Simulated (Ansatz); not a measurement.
Geometry optimisation, RKS B3LYP/def2-SVP (Ansatz).

input.yaml

```yaml
crystal:
  periodic: [false, false, false]
  atoms:
    - { symbol: Ge, position_ang: [0.0, 0.0, 0.0] }
    - { symbol: Cl, position_ang: [0.0, 0.0, 2.57] }
    - { symbol: Cl, position_ang: [2.0935, 0.0, -0.7393] }
    - { symbol: Cl, position_ang: [-1.0456, 1.8115, -0.7393] }
    - { symbol: Cl, position_ang: [-1.0456, -1.8115, -0.7393] }
    - { symbol: F, position_ang: [-1.879, 0.0, 0.6243] }
    - { symbol: H, position_ang: [-1.4051, 0.0, 1.7575] }
basis:
  gaussian: { orbitals: def2-SVP }
hamiltonian:
  xc: b3lyp
relax:
  f_tol: 0.15
  max_steps: 25
  restrain:
    - { distance: [0, 5], at: 1.68, k: 30.0 }
    - { distance: [6, 1], at: 1.37, k: 30.0 }
    - { distance: [0, 1], at: 3.42, k: 30.0 }
    - { distance: [6, 5], at: 2.12, k: 30.0 }
```

Launched with:

```bash
$ ansatz run input.yaml --threads 4 --pin off --max-ram 5120MiB --backend cpu --events-out ev --progress --plain --runs-dir out
```

Where does it end, and by what steps?

It converged. The restraints hold the end off the free minimum; the threshold counts their pulls, which the force column leaves out. Restrained pairs: Ge1–F6 (1.98 → 1.71 Å), Cl2–H7 (1.62 → 1.33 Å), Ge1–Cl2 (2.57 → 3.44 Å), F6–H7 (1.23 → 2.12 Å). After 8 steps the energy has fallen by 2.330 eV (the restraints' own energy left out); H7 moved furthest, 1.08 Å.

```json
{"step": "0", "energy less start (eV)": "0.0000", "largest force component (eV/Å)": "4.740", "accepted": "yes"}
{"step": "1", "energy less start (eV)": "0.3615", "largest force component (eV/Å)": "3.730", "accepted": "yes"}
{"step": "2", "energy less start (eV)": "0.2829", "largest force component (eV/Å)": "3.329", "accepted": "yes"}
{"step": "3", "energy less start (eV)": "-0.5936", "largest force component (eV/Å)": "2.607", "accepted": "yes"}
{"step": "4", "energy less start (eV)": "-1.4075", "largest force component (eV/Å)": "1.507", "accepted": "yes"}
{"step": "5", "energy less start (eV)": "-1.8139", "largest force component (eV/Å)": "1.728", "accepted": "yes"}
{"step": "6", "energy less start (eV)": "-2.1175", "largest force component (eV/Å)": "1.392", "accepted": "yes"}
{"step": "7", "energy less start (eV)": "-2.2993", "largest force component (eV/Å)": "1.241", "accepted": "yes"}
{"step": "8", "energy less start (eV)": "-2.3295", "largest force component (eV/Å)": "1.232", "accepted": "yes"}
```

```xyz
7
Properties=species:S:1:pos:R:3
Ge -0.462 0.000 -0.485
Cl 0.155 0.000 2.903
Cl 1.627 0.000 -0.042
Cl -0.890 1.781 -1.597
Cl -0.890 -1.781 -1.597
F -1.649 0.000 0.742
H -1.173 0.000 2.809
```

Run time: 27 s on 4 threads of Arm Neoverse V1 (shared host), peak memory 0.37 GiB.
